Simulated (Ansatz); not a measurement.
The same ligand exchange along the group O, S, Se.

Isolated molecules relaxed with PBE0-D4/def2-TZVP in Ansatz; ΔE leaves out vibrations. CBS: MP2 limit from def2 TZ/QZ plus the TZ coupled-cluster correction, frozen cores. This one scheme is used for every species. DFT in def2-TZVPP. For Se outer-core shells are correlated without core-valence functions, which leaves a few kJ/mol of doubt a bond. Scalar relativity is left out up to krypton. Each species was taken in one conformer, which may not be the lowest.

```json
{"reaction": "`N=C(O)[SiH3]` + H₂O → hydrogen peroxide + `N=C[SiH3]`", "CCSD(T)/CBS(def2) (kcal/mol)": "82.8"}
{"reaction": "`N=C([SiH3])S` + H₂S → `SS` + `N=C[SiH3]`", "CCSD(T)/CBS(def2) (kcal/mol)": "7.6"}
{"reaction": "`N=C([SiH3])[SeH]` + H₂Se → `[SeH][SeH]` + `N=C[SiH3]`", "CCSD(T)/CBS(def2) (kcal/mol)": "?"}
```

Fill in the missing values. (Estimate.)

Ansatz gave: `N=C([SiH3])[SeH]` + H₂Se → `[SeH][SeH]` + `N=C[SiH3]`: -3.0 kcal/mol.

Largest T1 diagnostic: 0.014, for `N=C(O)[SiH3]`.
